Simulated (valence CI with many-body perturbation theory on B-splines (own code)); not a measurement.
The numbers below are computed, except where a source is named.
**Energy levels of Ag16+**

Level of theory: relativistic CI+MBPT: three valence electrons over a frozen Dirac-Fock core [Ar] 3d10, radial functions for each j: 9 s, 9 p, 8 d, 6 f, 3 g, 1 h, with the one-electron correlation potential Σ1 (screened to all orders), the two-electron term Σ2, the three-electron term Σ3, Breit, model QED; selected single and double excitations, second order for the rest, scaled by the run's own slope (own B-spline code, finite nucleus).

No measured spectrum was set against this ion. As an estimate, levels hold to about 250 cm⁻¹ or 0.2 % of their energy and the worst to 1 %, as in measured heavy ions of charge 2 to 7; those with d or f electrons hold less well.

Levels 1 to 32 of 32, with energies above the lowest level, 4s²4p ²P°_1/2. "Leading %" is the weight of the configuration and term that name the level; weights of strongly mixed levels are sums over their largest components and can fall short, so below about 35 % the name and the second component can differ from the true leading terms, or belong to a minority configuration. In the jj column 3d3/2^4 stands for four electrons in 3d with j = 3/2.

```csv
No.,Configuration,Term,J,E (cm⁻¹),Leading %,g,Leading jj,Second component
1,4s²4p,²P°,1/2,0,98,0.664,4s^2 4p1/2 (98 %),
2,4s²4p,²P°,3/2,60324,98,1.333,4s^2 4p3/2 (98 %),
3,4s4p²,⁴P,1/2,278290,89,2.580,4s 4p1/2^2 (74 %),9 % 4s4p² ²S
4,4s4p²,⁴P,3/2,311990,98,1.717,4s 4p1/2 4p3/2 (95 %),
5,4s4p²,⁴P,5/2,333780,78,1.514,4s 4p1/2 4p3/2 (78 %),21 % 4s4p² ²D
6,4s4p²,²D,3/2,380160,86,0.849,4s 4p1/2 4p3/2 (81 %),7 % 4s4p² ²P
7,4s4p²,²D,5/2,402030,74,1.285,4s 4p3/2^2 (76 %),21 % 4s4p² ⁴P
8,4s4p²,²P,1/2,415250,63,1.201,4s 4p1/2 4p3/2 (64 %),29 % 4s4p² ²S
9,4s4p²,²S,1/2,475100,61,1.554,4s 4p3/2^2 (84 %),34 % 4s4p² ²P
10,4s4p²,²P,3/2,482980,90,1.298,4s 4p3/2^2 (78 %),6 % 4s4p² ²D
11,4s²4d,²D,3/2,600550,92,0.800,4s^2 4d3/2 (92 %),5 % 4s4p² ²D
12,4s²4d,²D,5/2,610670,93,1.200,4s^2 4d5/2 (93 %),5 % 4s4p² ²D
13,4p³,⁴S°,3/2,691140,35,1.389,4p1/2^2 4p3/2 (88 %),29 % 4p³ ²D°
14,4p³,⁴S°,3/2,729530,51,1.421,4p1/2 4p3/2^2 (92 %),40 % 4p³ ²D°
15,4p³,²D°,5/2,733850,85,1.198,4p1/2 4p3/2^2 (85 %),14 % 4s4p4d ²D°
16,4p³,²P°,1/2,779180,91,0.665,4p1/2 4p3/2^2 (91 %),7 % 4s4p4d ²P°
17,4p³,²P°,3/2,814910,50,1.168,4p3/2^3 (67 %),16 % 4s4p4d ⁴F°
18,4s4p4d,⁴F°,3/2,820780,77,0.583,4s 4p1/2 4d3/2 (74 %),10 % 4p³ ²P°
19,4s4p4d,⁴F°,5/2,831630,90,1.044,4s 4p1/2 4d3/2 (54 %),
20,4s4p4d,⁴F°,7/2,851120,88,1.249,4s 4p1/2 4d5/2 (63 %),8 % 4s4p4d ⁴D°
21,4s4p4d,⁴P°,5/2,867740,58,1.465,4s 4p1/2 4d5/2 (89 %),21 % 4s4p4d ⁴D°
22,4s4p4d,⁴D°,3/2,873950,53,1.372,4s 4p1/2 4d3/2 (51 %),36 % 4s4p4d ⁴P°
23,4s4p4d,⁴D°,1/2,877170,82,0.338,4s 4p1/2 4d3/2 (78 %),11 % 4s4p4d ⁴P°
24,4s4p4d,⁴F°,9/2,884660,100,1.333,4s 4p3/2 4d5/2 (100 %),
25,4s4p4d,²F°,5/2,906240,43,1.075,4s 4p1/2 4d5/2 (30 %),25 % 4s4p4d ²D°
26,4s4p4d,²D°,3/2,909110,64,0.884,4s 4p3/2 4d3/2 (47 %),13 % 4s4p4d ⁴D°
27,4s4p4d,⁴P°,1/2,913720,88,2.348,4s 4p3/2 4d3/2 (96 %),12 % 4s4p4d ⁴D°
28,4s4p4d,⁴D°,7/2,916040,87,1.401,4s 4p3/2 4d5/2 (58 %),9 % 4s4p4d ⁴F°
29,4s4p4d,⁴P°,3/2,916990,59,1.478,4s 4p3/2 4d3/2 (67 %),29 % 4s4p4d ⁴D°
30,4s4p4d,⁴D°,5/2,917450,56,1.319,4s 4p3/2 4d3/2 (62 %),23 % 4s4p4d ⁴P°
31,4s4p4d,²D°,5/2,934530,46,1.153,4s 4p3/2 4d5/2 (74 %),23 % 4s4p4d ²F°
32,4s4p4d,²F°,7/2,968580,98,1.143,4s 4p3/2 4d5/2 (71 %),
```

Names give the largest LS component (configuration and term), which can be under half, so a name can repeat, a term be missing and a line seem to break the LS rules; names also repeat where a configuration has a term twice.

The ionisation energy to 4s² ¹S0 of the next ion comes out as 409.29 eV (NIST: 408.43 ± 0.16 eV (semi-empirical)). All 32 levels together are meant to be complete up to 971910 cm⁻¹.
